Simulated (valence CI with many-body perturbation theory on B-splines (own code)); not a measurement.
# Sn⁺: electric-dipole lines

Calculated by configuration interaction combined with many-body perturbation theory (CI+MBPT): three valence electrons over a frozen Dirac-Fock core [Kr] 4d10, a basis of 11 s, 11 p, 10 d, 8 f, 5 g, 2 h functions for each j, with the one-electron correlation potential Σ1, the two-electron term Σ2, the three-electron term Σ3, Breit, model QED; selected CI, second order for the rest, scaled by the run's own slope (own B-spline code, finite nucleus).

Against 15 measured levels this calculation errs by 136 cm⁻¹ on average and by 391 at most. These come from a selection out of the NIST Handbook of Basic Atomic Spectroscopic Data. Levels without a partner in it may be off by more.

Lines 151 to 200 of 228 in falling wavelength, among levels below 108414 cm⁻¹, chosen from the strongest by gf and those to the six lowest levels. Wavelengths and rates use the calculated energies, so an error of 100 cm⁻¹ moves a line at 2566 Å by 0.26 % and its rate by three times that or more. Electric multipoles are in the length gauge, E1 and E2 with the static RPA response of the core. Weak lines are less certain than strong ones. Lines between different terms over intervals too small for the method are left out, as are lines whose strength nearly cancels. The highest levels of a list are the least certain.

Names give the largest LS component (configuration and term), which can be under half, so a name can repeat, a term be missing and a line seem to break the LS rules; names also repeat where a configuration has a term twice.

```csv
λ vac (Å),λ from measured levels,Upper,Lower,A (s⁻¹),log gf,Branch %
2868,,5s2 7p 2P°_3/2,5s2 6s 2S_1/2,7.66e+05,-2.42,2.6
2795,,5s2 10s 2S_1/2,5s2 6p 2P°_3/2,8.19e+06,-1.72,10.7
2729,,5s2 10s 2S_1/2,5s2 6p 2P°_1/2,4.46e+06,-2.00,5.8
2566,2593,4f 5s2 2F°_7/2,5s 5p2 4P_5/2,4.15e+06,-1.48,1.7
2566,2593,4f 5s2 2F°_5/2,5s 5p2 4P_5/2,2.78e+05,-2.78,0.1
2476,,5s2 5f 2F°_7/2,5s 5p2 2D_5/2,6.05e+07,-0.35,54.9
2476,,5s2 5f 2F°_5/2,5s 5p2 2D_5/2,4.09e+06,-1.65,3.7
2438,,5s2 5f 2F°_5/2,5s 5p2 2D_3/2,5.67e+07,-0.52,51.2
2419,2443,4f 5s2 2F°_5/2,5s 5p2 4P_3/2,3.76e+05,-2.70,0.2
2403,,5s2 7p 2P°_3/2,5s 5p2 4P_5/2,6.42e+05,-2.65,2.2
2391,2369,5s 5p2 4P_1/2,5s2 5p 2P°_3/2,8.46e+05,-2.84,26.2
2386,,5s2 8p 2P°_3/2,5s 5p2 2D_5/2,7.50e+06,-1.59,38.3
2361,,5s2 8p 2P°_1/2,5s 5p2 2D_3/2,9.10e+06,-1.82,46.4
2351,,5s2 8p 2P°_3/2,5s 5p2 2D_3/2,9.42e+05,-2.51,4.8
2292,,5s2 7p 2P°_1/2,5s 5p2 4P_3/2,1.24e+05,-3.71,0.5
2287,2267,5s 5p2 4P_3/2,5s2 5p 2P°_3/2,3.78e+05,-2.93,98.6
2280,,5s2 8p 2P°_1/2,5s2 6s 2S_1/2,4.87e+05,-3.12,2.5
2270,,5s2 8p 2P°_3/2,5s2 6s 2S_1/2,7.48e+04,-3.64,0.4
2196,,5s2 7p 2P°_1/2,5s 5p2 4P_1/2,5.28e+03,-5.12,0.0
2180,,5s2 6f 2F°_7/2,5s 5p2 2D_5/2,2.69e+07,-0.81,47.3
2180,,5s2 6f 2F°_5/2,5s 5p2 2D_5/2,1.85e+06,-2.10,3.3
2179,,5s2 7p 2P°_3/2,5s 5p2 4P_1/2,1.64e+04,-4.33,0.1
2170,2152,5s 5p2 4P_1/2,5s2 5p 2P°_1/2,2.39e+06,-2.47,73.9
2169,2152,5s 5p2 4P_5/2,5s2 5p 2P°_3/2,5.72e+05,-2.62,100.0
2151,,5s2 6f 2F°_5/2,5s 5p2 2D_3/2,2.53e+07,-0.98,44.7
2131,,5s2 9p 2P°_3/2,5s 5p2 2D_5/2,6.75e+06,-1.74,40.0
2108,,5s2 9p 2P°_1/2,5s 5p2 2D_3/2,9.64e+06,-1.89,50.0
2103,,5s2 9p 2P°_3/2,5s 5p2 2D_3/2,8.86e+05,-2.63,5.3
2084,2067,5s 5p2 4P_3/2,5s2 5p 2P°_1/2,5.35e+03,-4.86,1.4
2043,,5s2 9p 2P°_1/2,5s2 6s 2S_1/2,7.63e+05,-3.02,4.0
2038,,5s2 9p 2P°_3/2,5s2 6s 2S_1/2,4.19e+05,-2.98,2.5
2030,,5s2 5f 2F°_7/2,5s 5p2 4P_5/2,2.36e+06,-1.93,2.1
2029,,5s2 5f 2F°_5/2,5s 5p2 4P_5/2,1.60e+05,-3.23,0.1
1969,,5s2 8p 2P°_3/2,5s 5p2 4P_5/2,9.03e+05,-2.68,4.6
1936,,5s2 5f 2F°_5/2,5s 5p2 4P_3/2,2.33e+05,-3.10,0.2
1892,1900,5s2 6s 2S_1/2,5s2 5p 2P°_3/2,5.52e+08,-0.23,64.4
1888,,5s2 8p 2P°_1/2,5s 5p2 4P_3/2,2.83e+05,-3.52,1.4
1881,,5s2 8p 2P°_3/2,5s 5p2 4P_3/2,8.59e+03,-4.74,0.0
1840,1832,5s 5p2 2D_3/2,5s2 5p 2P°_3/2,1.54e+07,-1.50,61.9
1827,,5s2 6f 2F°_7/2,5s 5p2 4P_5/2,1.54e+06,-2.21,2.7
1826,,5s2 6f 2F°_5/2,5s 5p2 4P_5/2,1.08e+05,-3.49,0.2
1822,,5s2 8p 2P°_1/2,5s 5p2 4P_1/2,2.96e+04,-4.53,0.2
1819,1811,5s 5p2 2D_5/2,5s2 5p 2P°_3/2,3.74e+07,-0.95,100.0
1816,,5s2 8p 2P°_3/2,5s 5p2 4P_1/2,8.72e+04,-3.76,0.4
1792,,5s2 9p 2P°_3/2,5s 5p2 4P_5/2,1.54e+06,-2.53,9.1
1752,1758,5s2 6s 2S_1/2,5s2 5p 2P°_1/2,3.05e+08,-0.55,35.6
1751,,5s2 6f 2F°_5/2,5s 5p2 4P_3/2,1.65e+05,-3.34,0.3
1722,,5s2 9p 2P°_1/2,5s 5p2 4P_3/2,1.19e+06,-2.98,6.1
1719,,5s2 9p 2P°_3/2,5s 5p2 4P_3/2,8.74e+04,-3.81,0.5
1707,1699,5s 5p2 2D_3/2,5s2 5p 2P°_1/2,9.52e+06,-1.78,38.1
```
